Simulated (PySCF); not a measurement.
Run record: excited-state job, `C[Si](C)(C)Oc1ccccc1`.

Method: TDDFT wB97X-D/def2-SVPD, vertical, gas phase, core orbitals frozen in the response (PySCF 2.14.0, density-fitted response routines). Geometry: PBE0-D3(BJ)/def2-SVP. The command runs a driver script over a list of jobs; the input below is this job's line of settings and its coordinates in Å.

Command:
```bash
OMP_NUM_THREADS=2 python probes_run.py task.json out
```

Input:
```
{"job": {"kind": "uv", "xc": "wB97X-D", "basis": "def2-SVPD", "ip": false}, "charge": 0, "multiplicity": 1}
C     -1.817884     1.392751    -1.297487
Si    -1.674780    -0.057573    -0.120470
C     -1.812106     0.472305     1.670690
C     -2.946521    -1.360330    -0.528865
O     -0.198935    -0.855434    -0.364967
C      1.078850    -0.495958    -0.150945
C      2.062851    -1.485093    -0.283332
C      3.402309    -1.174855    -0.076454
C      3.788470     0.122159     0.265989
C      2.811800     1.106621     0.395681
C      1.465870     0.807110     0.189583
H     -2.825357     1.835234    -1.235759
H     -1.659034     1.058219    -2.334614
H     -1.089192     2.189291    -1.085840
H     -2.788640     0.948148     1.855414
H     -1.028053     1.186818     1.961946
H     -1.731990    -0.403649     2.333368
H     -2.830948    -2.237191     0.126480
H     -3.967053    -0.967027    -0.397716
H     -2.841795    -1.698804    -1.570995
H      1.745168    -2.494906    -0.550034
H      4.156264    -1.958927    -0.183380
H      4.841167     0.362198     0.428845
H      3.095674     2.128240     0.660892
H      0.714284     1.592459     0.289503
```

Output:
```
coarse grid: 21168 points
cycle   1  E = -715.4424305026  dE =  1.716e+00  |g| = 6.753e-01  |ddm| = 1.998e+01
cycle   2  E = -715.4503916884  dE = -7.961e-03  |g| = 7.114e-01  |ddm| = 3.538e+00
cycle   3  E = -715.5406952946  dE = -9.030e-02  |g| = 9.995e-02  |ddm| = 1.360e+00
cycle   4  E = -715.5426022166  dE = -1.907e-03  |g| = 3.661e-02  |ddm| = 3.939e-01
cycle   5  E = -715.5429378005  dE = -3.356e-04  |g| = 7.470e-03  |ddm| = 2.031e-01
cycle   6  E = -715.5429514061  dE = -1.361e-05  |g| = 2.354e-03  |ddm| = 3.665e-02
cycle   7  E = -715.5429531314  dE = -1.725e-06  |g| = 5.027e-04  |ddm| = 1.752e-02
final grid: 199216 points
cycle   8  E = -715.6535304691  dE = -1.373e-04  |g| = 4.135e-03  |ddm| = 4.939e-01
cycle   9  E = -715.6535342684  dE = -3.799e-06  |g| = 2.508e-03  |ddm| = 6.200e-02
cycle  10  E = -715.6535356835  dE = -1.415e-06  |g| = 5.464e-04  |ddm| = 9.051e-03
cycle  11  E = -715.6535357707  dE = -8.718e-08  |g| = 2.215e-04  |ddm| = 6.117e-03
cycle  12  E = -715.6535357818  dE = -1.105e-08  |g| = 6.069e-05  |ddm| = 7.923e-04
cycle  13  E = -715.6535357830  dE = -1.215e-09  |g| = 2.222e-05  |ddm| = 3.934e-04
cycle  14  E = -715.6535357832  dE = -1.655e-10  |g| = 7.409e-06  |ddm| = 1.397e-04
converged SCF energy = -715.6535357832

Static polarisability (au): isotropic 133.363, principal 101.643 132.358 166.089

Singlet excitations
state   eV       nm        f      main configurations
  1   5.1862    239.1   0.02460   H->L 0.78, H-1->L+1 0.20
  2   5.9266    209.2   0.09671   H->L+1 0.76, H-1->L 0.23
  3   6.7181    184.6   0.00083   H->L+2 0.60, H->L+3 0.20, H->L+4 0.08
  4   6.9059    179.5   0.72640   H-1->L 0.68, H->L+1 0.19
  5   6.9459    178.5   0.43659   H-1->L+1 0.68, H->L 0.18
  6   7.2288    171.5   0.00396   H->L+3 0.54, H->L+6 0.16, H->L+8 0.12
  7   7.3882    167.8   0.00213   H->L+4 0.38, H-1->L+2 0.18, H-1->L+3 0.17
  8   7.5412    164.4   0.00682   H-4->L 0.47, H-2->L 0.44
  9   7.5490    164.2   0.00031   H-1->L+3 0.23, H->L+4 0.20, H-1->L+2 0.20
 10   7.6953    161.1   0.00106   H-2->L+1 0.51, H-4->L+1 0.43

Triplet excitations (Tamm-Dancoff, eV): 4.1174 4.3626 4.7680 5.5088
```

The SCF starts on a coarse grid where the log names one; the energy can jump when the final grid takes over, and dE then counts from the start density on the new grid. H and L stand for HOMO and LUMO; the number after each pair is its weight.

Task: Give the mean polarisability as a volume in Å³, and the ratio of the largest to the smallest principal value.

Result: 133.363 au × 0.148185 = 19.76 Å³; 166.089/101.643 = 1.63.

Main results: HOMO -8.13 eV, LUMO 1.56 eV; lowest singlet 5.19 eV; lowest triplet 4.12 eV (Tamm–Dancoff); mean polarisability 133.4 au.

Hardware: 2 threads, Intel Xeon Platinum 8259CL at 2.50 GHz (x86_64), shared host with 96 logical CPUs at a one-minute load of 29. Cost: 1.8 min wall, 3.9 min CPU, 2.1 GiB resident at most.

One conformer stands for the species.
Labels such as C1 count atoms from 1, the log's own numbers from 0.

wB97X-D is run here without its empirical dispersion term; that term would change no orbital, density or response property at a fixed geometry.
